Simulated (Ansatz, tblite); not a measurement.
Removing an electron: AlCu3⁻ (the lowest doublet isomer of a short search). Total charge -1; doublet. Geometry: PBE-D4/def2-SVPD. Ansatz, gas phase; energy differences of separate SCF runs; the oxidised species is a triplet (the singlet lies 0.28 eV higher at PBE0-D4/def2-TZVPD).

| atom | x (Å) | y (Å) | z (Å) |
| --- | --- | --- | --- |
| Al1 | 1.079 | -0.194 | -0.996 |
| Cu2 | 0.330 | -0.299 | 1.362 |
| Cu3 | -1.093 | -0.997 | -0.360 |
| Cu4 | -0.316 | 1.489 | -0.005 |

The xTB rows come from tblite. The structure comes from a short search, and lower isomers may exist.

| level | −HOMO (eV) | vertical IE (eV) | −LUMO (eV) | HOMO–LUMO gap (eV) | remarks |
| --- | --- | --- | --- | --- | --- |
| GFN2-xTB | – | 5.05 | – | – | – |
| r2SCAN-D4/def2-TZVPD | -0.01 | 1.94 | -0.63 | 0.62 | HOMO above zero (-1 doublet) |
| PBE0-D4/def2-TZVPD | 0.39 | 1.79 | -1.24 | 1.63 | – |

(1) Estimate the rows for GFN1-xTB, PBE-D4/def2-TZVPD.

Answers

(1) 
```csv
level,−HOMO (eV),vertical IE (eV),−LUMO (eV),HOMO–LUMO gap (eV),remarks
GFN1-xTB,–,7.53,–,–,–
PBE-D4/def2-TZVPD,-0.09,2.03,-0.42,0.33,HOMO above zero (-1 doublet)
```

  A HOMO above zero means that the electron is unbound at that level or that self-interaction error raises the level; the energy of removing that electron tells which. HOMO and LUMO are the levels of the spin that leaves or enters (xTB has no such levels and no spin-polarisation term). Other spin states of the ions may lie lower, which would lower the ionisation energy or raise the affinity. Raw xTB energy differences between charge states are shifted by several eV; the methods need an empirical correction for them.
